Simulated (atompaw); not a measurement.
## Br: one change to a PAW (atompaw) potential, before and after

bromine (Br), PAW, made with atompaw 4.2.0.5 (PBE, scalar-relativistic). Core [Ne], reference 3s2 3p6 3d10 4s2 4p3.5 (charge +1.5). Waves: 3s (bound): rc 0.60 bohr; 4s (bound): rc 1.00 bohr; 3p (bound): rc 0.80 bohr; 4p (bound): rc 1.00 bohr; 3d (bound): rc 1.00 bohr; 3d channel at -2.25 Ry: rc 1.00 bohr. Local part: bessel scheme, radius 0.90 bohr. Core correction: smooth core density matched at 0.75 bohr. Augmentation charge: besselshape compensation charge, radius 0.75 bohr; PAW radius 1.00 bohr; waves and projectors: modrrkj vanderbiltortho.

All-electron outer shells of the reference configuration (PBE, scalar-relativistic, ld1.x):

```
shell  level (eV)  outermost node (bohr)  outermost maximum (bohr)
   2p    -1546.18                      –                      0.13
   3s     -255.55                   0.23                      0.48
   3p     -190.97                   0.21                      0.48
   3d      -84.16                      –                      0.43
   4s      -35.99                   0.67                      1.39
   4p      -22.72                   0.70                      1.60
```

Change: wave 3d channel at -2.25 Ry: rc 1.00 bohr becomes 3d channel at -2.25 Ry: rc 0.68 bohr.

Cutoffs: the cutoffs (Ry, on a coarse ladder) from which the occupation-weighted sum of valence levels, in a spherical-Bessel basis at the reference potential, stays within 10 and 1 mRy of its value at 400 Ry; they do not see the model core or the augmentation charge, which bear on the density cutoff.

Problem. What does the change do?

Solution. The range in which the d phases agree narrows (upper end at the end of the scan → 3.3); neither file shows a bound ghost.

```tsv
quantity	base	changed
cutoff, loose	200 Ry	200 Ry
cutoff, tight	over 300 Ry	300 Ry
bound ghosts	none	none
s: phases at 1.01 bohr within 0.05 rad from the reference energy up to (Ry; the scan ends near 5)	to the end of the scan	to the end of the scan
p: phases at 1.01 bohr within 0.05 rad from the reference energy up to (Ry; the scan ends near 5)	to the end of the scan	to the end of the scan
d: phases at 1.01 bohr within 0.05 rad from the reference energy up to (Ry; the scan ends near 5)	to the end of the scan	3.3
lowest overlap eigenvalue by channel	s 0.80, p 0.74, d 1.00	s 0.80, p 0.74, d 0.04
```

 The cutoffs see the waves, projectors and local potential, not the compensation charge or the core.
